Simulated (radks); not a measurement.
Tm65+, 4 electrons, occupied as [He] 2s2 (the NIST ground configuration).

All-electron calculation, scalar-relativistic Kohn-Sham, LDA (Slater exchange, VWN5 correlation), spin-polarised, spherical densities, finite nucleus; Fermi nuclear charge, rms radius 5.2256 fm. Program: a radial shooting solver on a logarithmic mesh with Libxc functionals.

Energy parts (eV):
total: -170864.93
kinetic: 195992.07
electron-nucleus: -370258.57
Hartree: 4907.62
exchange-correlation: -1506.05

Orbitals (lengths in bohr, moments of r in powers of bohr; <r^-3> diverges for s and p1/2; r(max) is where P^2 peaks):
orbital,occ.,eigenvalue (eV),<r^4>,r(max),<r^-3>
1s,2,-66812.61,7.920e-07,0.01260,-
2s,2,-16414.98,0.0001009,0.06988,-

The highest occupied level is 2s at -16415.0 eV. For comparison, the ionisation energy in NIST's Atomic Spectra Database is 16510 eV (theoretical). In exact Kohn-Sham theory the highest level is minus the ionisation energy, but local and semilocal functionals leave it too shallow, through self-interaction and a potential that decays too fast; potentials with the right tail come closer.
